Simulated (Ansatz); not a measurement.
A single point on `C[O][SnH2][Se]C`.

```yaml
crystal:
  periodic: [false, false, false]
  atoms:
    - {symbol: C, position_ang: [0.646986, -1.669805, 1.431781]}
    - {symbol: O, position_ang: [-0.266574, -1.132736, 0.511947]}
    - {symbol: Sn, position_ang: [-0.993795, 0.676398, 0.808308]}
    - {symbol: Se, position_ang: [-1.592681, 1.448953, -1.492166]}
    - {symbol: C, position_ang: [0.160989, 1.061004, -2.281687]}
    - {symbol: H, position_ang: [1.453520, -0.968756, 1.693742]}
    - {symbol: H, position_ang: [1.110515, -2.553744, 0.982505]}
    - {symbol: H, position_ang: [0.161426, -1.986172, 2.365611]}
    - {symbol: H, position_ang: [-2.383002, 0.599110, 1.796135]}
    - {symbol: H, position_ang: [0.307126, 1.541655, 1.513874]}
    - {symbol: H, position_ang: [0.914203, 1.743940, -1.894151]}
    - {symbol: H, position_ang: [0.047640, 1.212796, -3.353785]}
    - {symbol: H, position_ang: [0.433647, 0.027349, -2.082113]}
basis:
  gaussian: {orbitals: def2-QZVPP}
correlation: {method: mp2}
```

```sh
$ ansatz run in.yaml --threads 2 --pin off --events-out ev --progress --plain --max-ram 22528MiB --backend cuda --devices 0, --max-vram 18GiB
```

Output, abridged:

```
Functional definition: HF
3552 factors; integrals over basis functions are off by at most 9.1e-4 eV
mean field evaluation 1: about -75332.6279 eV, gradient 4.3e1 eV
mean field evaluation 2: about -75332.7779 eV, gradient 4.3e1 eV
mean field evaluation 4: about -75336.9785 eV, gradient 5.0e0 eV
mean field evaluation 8: about -75337.0576 eV, gradient 3.8e-1 eV
mean field evaluation 16: about -75337.0582 eV, gradient 1.4e-6 eV
mean field -75337.05816457 eV, -2768.5858222559 hartree, gradient 1.4e-6 eV, S^2 0.000000; 0 other end points of the search recorded, 0 dependent functions left out
16 core orbitals not correlated: weight in the atoms' cores, before any rotation towards them, 1.000 or more for the frozen orbitals, at most 0.000 for the correlated occupied ones
reference -75337.05816457 eV, -2768.5858222559 hartree; 26, 26 occupied and 540, 540 virtual orbitals, 3552 factors
second order -47.77302993 eV of doubles, -0.00000000 eV of singles
Total energy: -75384.83119450 eV, -2770.3414487242 hartree
```

Run time 7 s (2 threads of an AMD EPYC 7R13 on a shared host and a share of an NVIDIA H100 80 GB); peak host memory 1.2 GiB.
